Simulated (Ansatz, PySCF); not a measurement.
System: BNH$_{4}$ (charge 0, singlet). SMILES: BN
Coordinates optimised at B3LYP-D3(BJ)/def2-TZVP (Ansatz, an electronic-structure program):
```
B
N 1 1.3876
H 2 1.0069 1 123.31
H 2 1.0069 3 113.37 1 180.00
H 1 1.1928 2 119.04 3 0.00
H 1 1.1928 5 121.92 2 180.00
```
Charge 0, spin multiplicity 1.

Harmonic wavenumbers (cm⁻¹) at B3LYP/6-31G* (Ansatz, at its own minimum) and at B3LYP-D3(BJ)/def2-TZVP (PySCF, at the structure above). 6-31G* holds six Cartesian d functions. Modes are numbered in rising order, 12 in all, and paired by that order; shown are modes over 250 cm⁻¹ that lie over 6 % from every other mode at both levels, one of each degenerate set, at most eight drawn at random. The second level is harmonic too, so this factor is not the one that brings values to measured fundamentals.

| mode | B3LYP/6-31G* (x) | B3LYP-D3(BJ)/def2-TZVP (y) |
|---|---|---|
| 1 | 589 | 630 |
| 2 | 740 | 751 |
| 3 | 864 | 857 |
| 7 | 1372 | 1366 |
| 8 | 1674 | 1650 |

Q: Fit one scale factor, y = λ·x, by least squares, and use it for mode 4, which lies at 1013 cm⁻¹ at B3LYP/6-31G*.

A: λ = Σxy/Σx² = 6303510/6325677 = 0.9965; the rows scatter about it by 22 cm⁻¹ (root mean square). Prediction for mode 4: 1009 cm⁻¹. The wavenumber at B3LYP-D3(BJ)/def2-TZVP is 1019 cm⁻¹, so the fit misses by -10 cm⁻¹, against -6 cm⁻¹ without it. The fit is meant for this molecule alone.
